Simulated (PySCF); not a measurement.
PySCF input (TPSSh/def2-TZVPD):

```python
from pyscf import gto, scf, dft

mol = gto.M(
    atom='''
    Si    0.01872284    0.35343796    0.24393198
    F    -0.00238999    0.95456240   -1.26208239
    C    -1.56419127   -0.62697409    0.47222945
    C     1.54172200   -0.73240873    0.38660346
    H    -2.44561426    0.00417771    0.35487490
    H    -1.59437544   -1.07693271    1.46654091
    H    -1.61365740   -1.42856763   -0.27166220
    H     1.59601938   -1.18523520    1.37858587
    H     1.49574274   -1.53412064   -0.35738433
    H     2.45609079   -0.16221764    0.21974126
    ''',
    basis='def2-tzvpd',
    charge=0,
    spin=1,
    verbose=4,
)

mf = dft.UKS(mol, xc='tpssh').density_fit(auxbasis='def2-universal-jkfit')
mf.grids.level = 3
mf.conv_tol = 1e-9
mf.max_cycle = 100
mf.max_memory = 1500
mf.kernel()
if not mf.converged:
    mf = mf.newton()
    mf.kernel(mf.make_rdm1())
for _ in range(2):
    mo, _, stable, _ = mf.stability(return_status=True)
    if stable:
        break
    mf.kernel(mf.make_rdm1(mo, mf.mo_occ))
mf.analyze()
```

End of the output:

```
Extra cycle  E= -469.303327993746  delta_E= -2.73e-12  |g|= 6.33e-06  |ddm|= 1.36e-05
converged SCF energy = -469.303327993746  <S^2> = 0.75173722  2S+1 = 2.0017365
uhf_internal: lowest eigs of H = [0.33995732 0.34369553 0.36067259]
<class 'pyscf.df.df_jk.DFUKS'> wavefunction is stable in the internal stability analysis
**** SCF Summaries ****
Total Energy =                        -469.303327993746109
Nuclear Repulsion Energy =             167.443503239731569
One-electron Energy =                 -980.056863946424528
Two-electron Energy =                  343.310032712946906
Two-electron Coulomb Energy =          387.898569012567805
DFT Exchange-Correlation Energy =      -44.588536299620920
HOMO-LUMO gap [eV] =                     2.709181047009868
**** MO energy ****
                             alpha | beta                alpha | beta
MO #1   energy= -66.0066472723885  | -66.0034909131167  occ= 1 | 1
MO #2   energy= -24.5811630884734  | -24.5791879243508  occ= 1 | 1
MO #3   energy= -10.1051852784298  | -10.1038135097853  occ= 1 | 1
MO #4   energy= -10.1051828339697  | -10.103810606912   occ= 1 | 1
MO #5   energy= -5.23348986586184  | -5.22993751056327  occ= 1 | 1
MO #6   energy= -3.58371194182785  | -3.57957631980382  occ= 1 | 1
MO #7   energy= -3.58150282441184  | -3.57567083865423  occ= 1 | 1
MO #8   energy= -3.57786181605697  | -3.57453037741372  occ= 1 | 1
MO #9   energy= -1.14799496159532  | -1.14415516001286  occ= 1 | 1
MO #10  energy= -0.701798891762563 | -0.697243863390843 occ= 1 | 1
MO #11  energy= -0.678940551330348 | -0.67600634635696  occ= 1 | 1
MO #12  energy= -0.49867918986579  | -0.489598221171072 occ= 1 | 1
MO #13  energy= -0.421535207434422 | -0.413704502344991 occ= 1 | 1
MO #14  energy= -0.415032845232247 | -0.413376023662022 occ= 1 | 1
MO #15  energy= -0.414084709570601 | -0.409673799586435 occ= 1 | 1
MO #16  energy= -0.395333087922627 | -0.38939216168069  occ= 1 | 1
MO #17  energy= -0.392590134776859 | -0.388470312414852 occ= 1 | 1
MO #18  energy= -0.380774137214327 | -0.379804519681078 occ= 1 | 1
MO #19  energy= -0.379005480770772 | -0.370681299965673 occ= 1 | 1
MO #20  energy= -0.30304637023238  | -0.296245706855011 occ= 1 | 1
MO #21  energy= -0.193305648808241 | -0.0937450808526563 occ= 1 | 0
MO #22  energy= 0.0036494963898991 | 0.00770309457344953 occ= 0 | 0
MO #23  energy= 0.0126022880162344 | 0.0234426281400516 occ= 0 | 0
MO #24  energy= 0.0169159224327461 | 0.028235585389523  occ= 0 | 0
MO #25  energy= 0.0422186411421801 | 0.0548164404615916 occ= 0 | 0
MO #26  energy= 0.0589628653220242 | 0.0622547053163459 occ= 0 | 0
MO #27  energy= 0.0659081987165469 | 0.0707389185619718 occ= 0 | 0
MO #28  energy= 0.0715103357850769 | 0.0823677904773001 occ= 0 | 0
MO #29  energy= 0.0778525931390704 | 0.0850079943177772 occ= 0 | 0
MO #30  energy= 0.0845337325171752 | 0.0910020601769852 occ= 0 | 0
MO #31  energy= 0.0916832190470186 | 0.0972560385906767 occ= 0 | 0
MO #32  energy= 0.0935010347371074 | 0.0983735601012    occ= 0 | 0
MO #33  energy= 0.116013837981828  | 0.118069526396933  occ= 0 | 0
MO #34  energy= 0.116616827489335  | 0.122369353827958  occ= 0 | 0
MO #35  energy= 0.120535007716057  | 0.127922266020281  occ= 0 | 0
MO #36  energy= 0.132215601977898  | 0.137230424839183  occ= 0 | 0
MO #37  energy= 0.142926089409966  | 0.147877073378366  occ= 0 | 0
MO #38  energy= 0.162801948962443  | 0.169849662824573  occ= 0 | 0
MO #39  energy= 0.165478563066786  | 0.175275539113317  occ= 0 | 0
MO #40  energy= 0.178703497988489  | 0.184934407563137  occ= 0 | 0
MO #41  energy= 0.179181626425483  | 0.189845898033783  occ= 0 | 0
MO #42  energy= 0.199329404249173  | 0.211387244874423  occ= 0 | 0
MO #43  energy= 0.214521553081143  | 0.220605125183011  occ= 0 | 0
MO #44  energy= 0.217594229969104  | 0.224287690844724  occ= 0 | 0
MO #45  energy= 0.232692453438296  | 0.23758750651111   occ= 0 | 0
MO #46  energy= 0.237281369409713  | 0.24202391035716   occ= 0 | 0
MO #47  energy= 0.243473688536458  | 0.247797853404275  occ= 0 | 0
MO #48  energy= 0.255949904035222  | 0.260532682575606  occ= 0 | 0
MO #49  energy= 0.25801701219204   | 0.263222961568445  occ= 0 | 0
MO #50  energy= 0.262789042337477  | 0.269654629531963  occ= 0 | 0
MO #51  energy= 0.270487062349163  | 0.274107032380494  occ= 0 | 0
MO #52  energy= 0.271274964035226  | 0.274295905059677  occ= 0 | 0
MO #53  energy= 0.281450951725632  | 0.282995704456233  occ= 0 | 0
MO #54  energy= 0.289742365670405  | 0.295647268724557  occ= 0 | 0
MO #55  energy= 0.29208785466271   | 0.295719877076526  occ= 0 | 0
MO #56  energy= 0.297035107866907  | 0.300108005528923  occ= 0 | 0
MO #57  energy= 0.313317182379538  | 0.31753106157443   occ= 0 | 0
MO #58  energy= 0.318538159486285  | 0.323804098141846  occ= 0 | 0
MO #59  energy= 0.330546001120938  | 0.335722211994578  occ= 0 | 0
MO #60  energy= 0.335827600317546  | 0.34067817740364   occ= 0 | 0
MO #61  energy= 0.351927042589342  | 0.354160625135681  occ= 0 | 0
MO #62  energy= 0.354075790552148  | 0.359965618756835  occ= 0 | 0
MO #63  energy= 0.382910887431981  | 0.386871320905535  occ= 0 | 0
MO #64  energy= 0.383111898481112  | 0.389337112261683  occ= 0 | 0
MO #65  energy= 0.394692854562418  | 0.39583949559469   occ= 0 | 0
MO #66  energy= 0.404434829435784  | 0.409035492015651  occ= 0 | 0
MO #67  energy= 0.407336943160039  | 0.415118972610809  occ= 0 | 0
MO #68  energy= 0.415838815996218  | 0.418043933696606  occ= 0 | 0
MO #69  energy= 0.428640816022016  | 0.432275195769797  occ= 0 | 0
MO #70  energy= 0.429385042571257  | 0.441131674945384  occ= 0 | 0
MO #71  energy= 0.438945722547295  | 0.44720005801174   occ= 0 | 0
MO #72  energy= 0.455805057830274  | 0.469444482472191  occ= 0 | 0
MO #73  energy= 0.466487054749999  | 0.469532809788647  occ= 0 | 0
MO #74  energy= 0.466491742362763  | 0.475085976987416  occ= 0 | 0
MO #75  energy= 0.492931542111049  | 0.496047062282145  occ= 0 | 0
MO #76  energy= 0.512386269212145  | 0.521637393193816  occ= 0 | 0
MO #77  energy= 0.523865577204997  | 0.52545991298659   occ= 0 | 0
MO #78  energy= 0.544638753736186  | 0.550321137746117  occ= 0 | 0
MO #79  energy= 0.55921301147246   | 0.5654723854797    occ= 0 | 0
MO #80  energy= 0.568218751204123  | 0.571403598695117  occ= 0 | 0
MO #81  energy= 0.591108625646061  | 0.595245490110429  occ= 0 | 0
MO #82  energy= 0.601701196058905  | 0.611961505767274  occ= 0 | 0
MO #83  energy= 0.623385395656467  | 0.627884393284569  occ= 0 | 0
MO #84  energy= 0.624115329874242  | 0.628205688984218  occ= 0 | 0
MO #85  energy= 0.664756838623121  | 0.669459448128486  occ= 0 | 0
MO #86  energy= 0.669820834026082  | 0.677283569744602  occ= 0 | 0
MO #87  energy= 0.680342756700679  | 0.68392909584407   occ= 0 | 0
MO #88  energy= 0.685280262707794  | 0.688086706689923  occ= 0 | 0
MO #89  energy= 0.68926551449568   | 0.691543605141819  occ= 0 | 0
MO #90  energy= 0.693599400623253  | 0.695042839328063  occ= 0 | 0
MO #91  energy= 0.699169575719321  | 0.70544442833705   occ= 0 | 0
MO #92  energy= 0.708499343603091  | 0.711978297634776  occ= 0 | 0
MO #93  energy= 0.7218389562349    | 0.725728986404772  occ= 0 | 0
MO #94  energy= 0.72382553018757   | 0.726641701058363  occ= 0 | 0
MO #95  energy= 0.749270762213164  | 0.753891734687648  occ= 0 | 0
MO #96  energy= 0.754342628749402  | 0.762422027042758  occ= 0 | 0
MO #97  energy= 0.786607828114539  | 0.790022014344754  occ= 0 | 0
MO #98  energy= 0.79278680306572   | 0.802392389601919  occ= 0 | 0
MO #99  energy= 0.905001293620393  | 0.912918137215468  occ= 0 | 0
MO #100 energy= 0.922766966997603  | 0.926464743338077  occ= 0 | 0
MO #101 energy= 0.942909806068858  | 0.947652964266929  occ= 0 | 0
MO #102 energy= 0.962577519179748  | 0.969793209840168  occ= 0 | 0
MO #103 energy= 1.00600103724447   | 1.01093525402653   occ= 0 | 0
MO #104 energy= 1.02589288245392   | 1.03658944493282   occ= 0 | 0
[...]
```

It need not be the lowest isomer of its formula.
